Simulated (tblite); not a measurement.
Record of a relaxation.

Species: C6H10O2Si.
Numbering: `[CH3:1][C:2]1=[C:3]([CH3:4])[SiH2:5][O:6][C:7](=[O:8])[CH2:9]1` (hydrogens: H10, H11, H12 on C1; H13, H14, H15 on C4; H16, H17 on Si5; H18, H19 on C9)

Computed with GFN2-xTB (tblite), gas phase: L-BFGS steps from a force-field or distance-geometry start until the largest atomic force falls under 0.01 eV/Å. 6 of its 143 geometries are shown.

Step 0: E = -757.7474 eV, largest atomic force 2.156 eV/Å
```
atom  x, y, z in Å  |  force x, y, z in eV/Å
C1     -0.373   -2.113   -0.172   -0.752   0.099   0.086
C2     -0.340   -0.606   -0.018    1.306   0.153   0.116
C3      0.805    0.124   -0.075   -1.150  -0.228  -0.111
C4      2.182   -0.365   -0.389    0.298  -0.901   0.290
Si5     0.683    1.964    0.218    0.693   0.320   0.050
O6     -0.915    2.364    0.227   -0.184  -0.650  -0.022
C7     -1.944    1.509    0.234   -1.543   0.497   0.240
O8     -3.092    1.946    0.254    2.001  -0.795  -0.112
C9     -1.699   -0.011    0.272    0.050   0.427  -0.341
H10     0.597   -2.585   -0.155    0.208   0.146  -0.072
H11    -0.878   -2.372   -1.115    0.145   0.019   0.275
H12    -0.955   -2.562    0.652    0.117   0.238  -0.342
H13     2.801   -0.345    0.530   -0.273   0.121  -0.514
H14     2.199   -1.397   -0.765   -0.075   0.251   0.135
H15     2.662    0.247   -1.151   -0.088   0.133   0.194
H16     1.379    2.688   -0.867   -0.414  -0.018   0.189
H17     1.305    2.295    1.519   -0.332   0.048  -0.181
H18    -2.398   -0.427   -0.474    0.022   0.059   0.358
H19    -2.029   -0.345    1.268   -0.028   0.082  -0.238
```

Step 28: E = -757.9299 eV, largest atomic force 0.073 eV/Å
```
atom  x, y, z in Å  |  force x, y, z in eV/Å
C1     -0.382   -2.076   -0.189   -0.005  -0.014   0.001
C2     -0.296   -0.586   -0.015    0.012   0.010   0.020
C3      0.827    0.138   -0.084   -0.036  -0.015  -0.017
C4      2.184   -0.437   -0.382   -0.018  -0.006  -0.006
Si5     0.721    1.987    0.224   -0.022  -0.056  -0.002
O6     -0.892    2.304    0.282   -0.007   0.010  -0.021
C7     -1.926    1.477    0.221   -0.030   0.026   0.052
O8     -3.048    1.901    0.169    0.053   0.025  -0.043
C9     -1.659   -0.011    0.276   -0.008   0.001   0.006
H10     0.588   -2.559   -0.163    0.052  -0.014  -0.014
H11    -0.865   -2.315   -1.135    0.006  -0.009  -0.038
H12    -0.989   -2.504    0.607   -0.037  -0.003   0.017
H13     2.792   -0.421    0.523    0.011   0.007  -0.029
H14     2.140   -1.455   -0.756    0.013   0.000   0.004
H15     2.684    0.175   -1.129    0.017   0.027   0.033
H16     1.217    2.803   -0.878   -0.007  -0.001  -0.011
H17     1.241    2.374    1.532    0.010   0.019   0.024
H18    -2.389   -0.471   -0.399   -0.016  -0.013   0.033
H19    -1.958   -0.315    1.288    0.014   0.006  -0.010
```

Step 57: E = -757.9538 eV, largest atomic force 0.080 eV/Å
```
atom  x, y, z in Å  |  force x, y, z in eV/Å
C1     -0.397   -2.074   -0.246   -0.002   0.040   0.009
C2     -0.301   -0.598    0.026    0.016   0.019   0.039
C3      0.820    0.130   -0.035    0.001  -0.024  -0.048
C4      2.167   -0.429   -0.404   -0.007   0.002  -0.005
Si5     0.703    1.979    0.273   -0.023  -0.060  -0.013
O6     -0.912    2.291    0.282    0.013   0.037  -0.035
C7     -1.917    1.442    0.112    0.041   0.010   0.030
O8     -3.004    1.830   -0.215   -0.049  -0.001  -0.027
C9     -1.635   -0.010    0.425    0.019   0.012  -0.006
H10     0.550   -2.585   -0.099    0.001   0.025  -0.017
H11    -0.729   -2.235   -1.272    0.030  -0.023  -0.013
H12    -1.137   -2.525    0.413    0.019  -0.016   0.013
H13     2.769   -0.560    0.496   -0.043  -0.061  -0.010
H14     2.095   -1.377   -0.929    0.024   0.004   0.034
H15     2.702    0.274   -1.039   -0.041   0.005  -0.016
H16     1.210    2.727   -0.873    0.033   0.062   0.039
H17     1.186    2.412    1.580    0.002   0.009  -0.012
H18    -2.447   -0.590   -0.016   -0.025  -0.027  -0.011
H19    -1.735   -0.093    1.513   -0.009  -0.012   0.048
```

Step 85: E = -757.9784 eV, largest atomic force 0.033 eV/Å
```
atom  x, y, z in Å  |  force x, y, z in eV/Å
C1     -0.379   -2.055   -0.233    0.005  -0.002   0.013
C2     -0.300   -0.590    0.084   -0.021  -0.006  -0.015
C3      0.819    0.136   -0.038   -0.005  -0.009   0.001
C4      2.123   -0.455   -0.494    0.005   0.010   0.000
Si5     0.669    1.975    0.310   -0.009   0.002   0.005
O6     -0.923    2.278   -0.003    0.020  -0.015   0.022
C7     -1.910    1.391   -0.027    0.022   0.007   0.001
O8     -2.990    1.671   -0.462   -0.025   0.002  -0.008
C9     -1.588    0.032    0.564   -0.001   0.019  -0.027
H10     0.552   -2.559    0.013   -0.014  -0.017   0.008
H11    -0.573   -2.198   -1.298   -0.008   0.004   0.020
H12    -1.187   -2.527    0.321    0.006  -0.005  -0.002
H13     2.681   -0.830    0.365   -0.005  -0.014  -0.012
H14     1.975   -1.274   -1.193    0.009   0.012  -0.006
H15     2.732    0.305   -0.976    0.023   0.014   0.003
H16     1.348    2.824   -0.655    0.011   0.020  -0.010
H17     0.911    2.322    1.711   -0.006   0.001  -0.010
H18    -2.437   -0.621    0.357    0.000  -0.013   0.008
H19    -1.532    0.186    1.647   -0.007  -0.009   0.009
```

Step 114: E = -757.9870 eV, largest atomic force 0.037 eV/Å
```
atom  x, y, z in Å  |  force x, y, z in eV/Å
C1     -0.356   -2.060   -0.174   -0.005   0.002   0.000
C2     -0.297   -0.585    0.090   -0.034   0.010  -0.010
C3      0.816    0.146   -0.047    0.006   0.018  -0.012
C4      2.111   -0.454   -0.520    0.015   0.014  -0.004
Si5     0.670    1.984    0.302   -0.004   0.016  -0.026
O6     -0.928    2.287    0.024   -0.018  -0.001  -0.008
C7     -1.909    1.396   -0.041    0.019  -0.026   0.016
O8     -2.979    1.678   -0.503   -0.002   0.005   0.008
C9     -1.599    0.030    0.542   -0.015   0.020   0.017
H10     0.594   -2.535    0.056    0.017  -0.015   0.000
H11    -0.583   -2.247   -1.224   -0.010   0.008  -0.004
H12    -1.134   -2.524    0.427   -0.002  -0.024  -0.008
H13     2.561   -1.068    0.261   -0.017  -0.006  -0.001
H14     1.955   -1.080   -1.396    0.008  -0.013   0.004
H15     2.817    0.330   -0.779    0.018  -0.009   0.011
H16     1.331    2.851   -0.663    0.003  -0.015   0.006
H17     0.935    2.316    1.702    0.000   0.011   0.010
H18    -2.442   -0.623    0.307    0.024  -0.005  -0.008
H19    -1.573    0.168    1.629   -0.004   0.009   0.010
```

Step 142: E = -757.9910 eV, largest atomic force 0.010 eV/Å
```
atom  x, y, z in Å  |  force x, y, z in eV/Å
C1     -0.357   -2.056   -0.190    0.000   0.002   0.000
C2     -0.295   -0.584    0.094    0.000   0.000   0.004
C3      0.820    0.147   -0.037   -0.005   0.004  -0.003
C4      2.121   -0.459   -0.488    0.000   0.001   0.003
Si5     0.665    1.993    0.263    0.002  -0.002   0.002
O6     -0.938    2.280   -0.007    0.000  -0.005   0.000
C7     -1.921    1.390   -0.024   -0.002   0.001   0.000
O8     -3.008    1.670   -0.446    0.000  -0.001   0.000
C9     -1.594    0.028    0.557    0.000  -0.001  -0.004
H10     0.601   -2.533    0.000   -0.003  -0.002  -0.004
H11    -0.615   -2.222   -1.237    0.001   0.006  -0.001
H12    -1.116   -2.537    0.422    0.003   0.003   0.006
H13     2.476   -1.189    0.240    0.004   0.001  -0.009
H14     2.002   -0.967   -1.444    0.009  -0.004   0.003
H15     2.882    0.308   -0.597   -0.004  -0.005   0.002
H16     1.317    2.822   -0.739   -0.004   0.001   0.001
H17     0.940    2.381    1.647    0.003  -0.001   0.002
H18    -2.434   -0.631    0.333   -0.001  -0.003   0.001
H19    -1.557    0.169    1.644   -0.002   0.007  -0.002
```

**Question.** Summarise the path.

**Answer.** The energy falls by 23.51 kJ/mol from step 0 to step 142; nine tenths of that is first reached at step 68. It falls at every step. The largest force goes from 2.156 to 0.010 eV/Å. Among the bonds C7=O8 changes most, from 1.228 to 1.199 Å; the atoms move by 0.489 Å rms after alignment.

What follows is the cost of the whole relaxation. Time: 1.0 s wall. Hardware: one thread of an Arm Neoverse V2 (shared host).
